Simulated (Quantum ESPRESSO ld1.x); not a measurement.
Values are calculated unless marked as measured or tabulated.
Question: The mean radii <r> (bohr) of the occupied orbitals of an atom or ion are listed with their occupations. Code: ld1.x of Quantum ESPRESSO 7.5. Model: Dirac Kohn-Sham, PBE, spin-unpolarised, spherical densities, point nucleus.

| orbital | occ. | <r> |
|---|---|---|
| 1s1/2 | 2 | 0.01686 |
| 2s1/2 | 2 | 0.07044 |
| 2p1/2 | 2 | 0.05798 |
| 2p3/2 | 4 | 0.06653 |
| 3s1/2 | 2 | 0.1833 |
| 3p1/2 | 2 | 0.1736 |
| 3p3/2 | 4 | 0.1893 |
| 3d3/2 | 4 | 0.1648 |
| 3d5/2 | 6 | 0.1696 |
| 4s1/2 | 2 | 0.4069 |
| 4p1/2 | 2 | 0.4094 |
| 4p3/2 | 4 | 0.4434 |
| 4d3/2 | 4 | 0.4519 |
| 4d5/2 | 6 | 0.4631 |
| 5s1/2 | 2 | 0.9270 |
| 4f5/2 | 6 | 0.4952 |
| 4f7/2 | 8 | 0.5022 |
| 5p1/2 | 2 | 1.002 |
| 5p3/2 | 4 | 1.099 |
| 5d3/2 | 4 | 1.467 |
| 5d5/2 | 5 | 1.521 |

Name the element and its charge. Open shells, if any, fill j = l - 1/2 first.

Answer: Z = 79, gold, charge +2: Au2+ in [Xe] 4f14 5d9. The 1s radius gives Z: for a bare nucleus <r> = (2 gamma + 1)/(2Z) with gamma = sqrt(1 - (Z/c)^2), 0.01667 bohr for Z = 79, and screening makes it slightly larger (0.01686 here). The occupations add up to 77, and the charge is Z minus that.
